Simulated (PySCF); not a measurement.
**Structure from NMR data**

The spectra below were simulated for a compound C8H11NSi.

1H NMR (500 MHz, computed): δ 6.83 (m, 1H), 6.79 (q, 1H), 6.30 (d, 1H), 6.20 (m, 1H), 5.49 (m, 1H), 5.37 (m, 1H), 4.26 (d, 3H), 3.15 (m, 2H).

13C{1H} NMR (computed): δ 149.3 (CH), 143.3 (CH), 143.0 (CH), 138.2 (C), 132.6 (CH), 122.3 (CH2), 122.3 (C), 46.3 (CH2).

Theory: GFN2-xTB geometry, shielding tensors at PBE0/pcSseg-1 (GIAO), in PySCF (in vacuum, relativity neglected, equivalent nuclei averaged, single conformer).

Referencing at the same level of theory: 1H (σref 31.72), 13C (σref 186.93) against TMS.

Q: Which candidate is it?
A. c1ccc(C2C[SiH2]C2)nc1
B. C=CC/C=C/C(C#N)=C\[SiH3]
C. C/N=C/C#CC1=C[SiH2][C@H]1C

A: B. 

The formula gives 5 degrees of unsaturation (no ring in the answer). 8 carbon signals for 8 carbons: no two carbons are equivalent. Carbon types of the structure: 2 × C, 4 × CH, 2 × CH2, leaving 3 H on heteroatoms. δC 149.3, 143.3, 143.0, 132.6: alkene CH; as expected for a trigonal carbon in a double bond. δC 138.2: fully substituted alkene carbon; the olefinic region. δC 122.3: terminal =CH2 carbon; an sp2 carbon of a C=C bond. δC 122.3: nitrile carbon; C≡N carbons fall here, among the sp2 signals but without a proton. δH 5.49, 5.37: hydrogen on a terminal =CH2 carbon; attached to an sp2 carbon and in the plane of the double bond.

The others: c1ccc(C2C[SiH2]C2)nc1 would give 7 carbon signals, not 8; C/N=C/C#CC1=C[SiH2][C@H]1C would give 7 signals for carbon-bound and other non-exchanging H, not 8.

Shifts are as computed. Against solution values, carbons near 30 ppm lie about +3 ppm off and those near 130 ppm about +5 ppm. Of 1211 compounds with measured shifts, 218 miss one by over three times the rms of a fit or turn the order of signals round; such compounds aren't used in these exercises. No couplings were computed; multiplicities are counted from neighbouring protons, with m where these are inequivalent, close in shift, in a saturated or five-membered ring or joined by F or P, and br s for small geminal =CH2 splittings.
